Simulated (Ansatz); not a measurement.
**Predicting a hybrid from its neighbours: BSiH4O2F**

BSiH4O2F has 9 atoms, charge 0, and is taken as a singlet. SMILES: `OB(F)O[SiH3]`. Geometry: relaxed at PBE0-D4/def2-TZVP. This is one conformer, not always the lowest.

The vertical ionisation energy (to the doublet cation) y, in eV, basis 6-31G(d); a is the functional's share of exact exchange. Programs: Ansatz 0.2.0.

```
functional  program     a  y (eV)
    revPBE   Ansatz     0   10.69
       PBE   Ansatz     0   10.72
     B3LYP   Ansatz   0.2   11.22
      PBE0   Ansatz  0.25   11.29
   r2SCAN0   Ansatz  0.25       ?
     BHLYP   Ansatz   0.5   11.67
```

Task: Fit y = c + s·a to the known rows and predict r2SCAN0.

Result: 
1. Means of the 5 rows: a = 0.1900, y = 11.118.
2. Σ(Δa)² = 0.172, Σ(Δa·Δy) = 0.3394, so the slope is 0.3394/0.172 = 1.9733.
3. Intercept: 11.118 − (1.9733) × 0.1900 = 10.743. The largest residual of the fit is 0.082.
4. r2SCAN0: 10.743 + (1.9733) × 0.25 = 11.24 eV.

The run gave 11.48 eV, so the prediction is off by -0.24 eV, more than the scatter of the fit. The rows mix families of semi-local functionals, which the line can't see.
